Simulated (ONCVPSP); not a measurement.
Transferability test, ONCV potential for beryllium (Be)

- Element: Be (Z = 4)
- Generator: ONCVPSP 4.0.1
- Type: optimised norm-conserving Vanderbilt (ONCV)
- Functional: BLYP
- Relativity: scalar-relativistic
- Frozen core: none
- Valence charge: 4
- Reference configuration: 1s2 2s1.75 2p0.25
- Partial waves: 1s+2s: rc 0.95 bohr, ncon 3, nbas 6, qcut 16.7 1/bohr, 2 projectors; 2p: rc 4.00 bohr, ncon 4, nbas 7, qcut 3.1 1/bohr, 2 projectors, debl 2.6 Ha
- Local potential: polynomial inside 0.65 bohr (lpopt 3, dvloc0 1 Ha)
- Core correction: none

Energies are relative to the spin-unpolarised reference configuration 1s2 2s1.75 2p0.25; without spin polarisation the order of configurations can differ from experiment. Not all tests gave a result: 1 of 4 tests not solved or not reliable.

| valence configuration | charge | ΔE all-electron (eV) | error AE − PS (meV) |
| --- | --- | --- | --- |
| 1s2 2s2 2p0 | 0 | -0.887 | -1.7 |
| 1s2 2s1 2p0 | +1 | 8.552 | +26 |
| 1s2 2s1 2p1 | 0 | 2.682 | -18 |
